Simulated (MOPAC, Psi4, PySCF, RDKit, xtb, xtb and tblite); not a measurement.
Two geometries of H₆Cl₃NSi₃, SMILES N[SiH2][SiH2][Si](Cl)(Cl)Cl, relaxed at GFN2-xTB with one dihedral held; other torsions can differ between them too.

Structure A

```
13

N     -1.4389     0.0062     1.3598
Si    -1.5941     0.7166    -0.2019
Si     0.4753     0.4397    -1.2171
Si     0.5566     1.3168    -3.3659
Cl    -0.8422     0.4511    -4.5722
Cl     2.3260     1.1280    -4.3402
Cl     0.1240     3.3115    -3.3613
H     -2.1749     0.1273     2.0369
H     -1.0398    -0.9130     1.4556
H     -2.6820     0.1503    -1.0245
H     -1.9619     2.1048     0.0878
H      0.8758    -0.9754    -1.3313
H      1.5934     1.0417    -0.4737
```

Structure B

```
13

N     -1.4605     0.0485     1.3275
Si    -1.6573     0.6508    -0.2737
Si     0.4279     0.4106    -1.2682
Si     1.4865    -1.5859    -0.6974
Cl     2.3566    -1.5003     1.1454
Cl     2.9136    -2.2829    -1.9636
Cl     0.0945    -3.0855    -0.5555
H     -2.1892     0.1978     2.0065
H     -1.0497    -0.8604     1.4720
H     -2.7212     0.0019    -1.0649
H     -2.0838     2.0389    -0.0745
H      1.3809     1.4905    -0.9715
H      0.3290     0.4286    -2.7369
```

Problem. Which is lower in energy at the level DF-MP2 (frozen core)/cc-pVTZ // GFN2-xTB run with Psi4 1.11, and by how much?

Solution. B is lower, by 0.46 kcal/mol (dihedral N1–Si2–Si3–Si4: 180° in A, 40° in B).

E(B) − E(A) in kcal/mol at the other levels, on the same two geometries: GFN2-xTB (xtb and tblite) -0.85; MMFF94 // GFN2-xTB (RDKit) 5.76; PBE/def2-SVP // GFN2-xTB (Psi4) -0.64; PBE-D3(BJ)/def2-SVP // GFN2-xTB (Psi4) -1.18; HF/cc-pVTZ // GFN2-xTB (Psi4) 0.44; UFF // GFN2-xTB (RDKit) 0.77; PM7, restricted, heats of formation // GFN2-xTB (MOPAC) 0.60; AM1, restricted, heats of formation // GFN2-xTB (MOPAC) 0.00; GFN1-xTB // GFN2-xTB (xtb) -0.27; restricted B3LYP/6-31G*, spherical d, density fitting // GFN2-xTB (PySCF) 0.11; restricted Hartree-Fock/STO-3G // GFN2-xTB (PySCF) -0.11; restricted Hartree-Fock/LANL2DZ, with its core potentials past Ne // GFN2-xTB (PySCF) 0.10; restricted M06-2X/6-31G*, spherical d, density fitting // GFN2-xTB (PySCF) -0.63.

MMFF94 has few fitted parameters for silicon.
